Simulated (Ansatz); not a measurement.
GeS (SMILES [S]=[Ge]), singlet, at a GFN2-xTB geometry.

The Ansatz (a first-principles code) input:
Ansatz 0.2 input:
```yaml
crystal:
  periodic: [false, false, false]
  atoms:
    - {symbol: Ge, position_ang: [-0.00000000, -0.00000000, -0.67834772]}
    - {symbol: S, position_ang: [0.00000000, 0.00000000, 1.35669544]}
basis:
  gaussian:
    orbitals: def2-SVP
hamiltonian:
  xc: pbe0
```

What does this run give for the number of basis functions, total energy?


* **number of basis functions**: 50
* **total energy**: -2474.4393 Eh
